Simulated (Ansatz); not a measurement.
Consider the hydrogenolysis of the Si–Si bond: `[SiH3][SiH2][SiH2][SiH2][SiH2][SiH3]` + H₂ → `[SiH3][SiH2][SiH2][SiH3]` + disilane.

Gas-phase electronic energies from Ansatz, PBE0-D4/def2-TZVP geometries. CBS: MP2 limit from def2 TZ/QZ plus the TZ coupled-cluster correction, frozen cores. This one scheme is used for every species. DFT in def2-TZVPP. One conformer a species, not always the lowest.

Question: Is it downhill or uphill in electronic energy at CCSD(T)/CBS, and by how much? (Estimate.)

Answer: Computed: Nearly level: ΔE = -0.4 kJ/mol.

Question: What do these levels give: BLYP, HF/def2-SVP, MP2/def2-TZVPP, HF/def2-QZVPP, MP2/def2-QZVPP, SCS-MP2/def2-QZVPP? (Estimate.)

Answer: Ansatz gave: BLYP -28.4, HF/def2-SVP -51.1, MP2/def2-TZVPP -1.1, HF/def2-QZVPP -52.1, MP2/def2-QZVPP 1.4, SCS-MP2/def2-QZVPP -10.9 kJ/mol.

Largest T1 diagnostic among the species: 0.014.

At CCSD(T), def2-SVP lies −12.7 kJ/mol from the extrapolated value and def2-TZVPP −4.7 kJ/mol. In def2-TZVPP, CCSD(T) changes the Hartree–Fock value by +46.2 kJ/mol (the triples alone add +8.6 kJ/mol) and MP2 by +50.3 kJ/mol. From r2SCAN to r2SCAN0 (25 % exact exchange), in def2-TZVPP and without D4, ΔE moves by −4.0 kJ/mol.
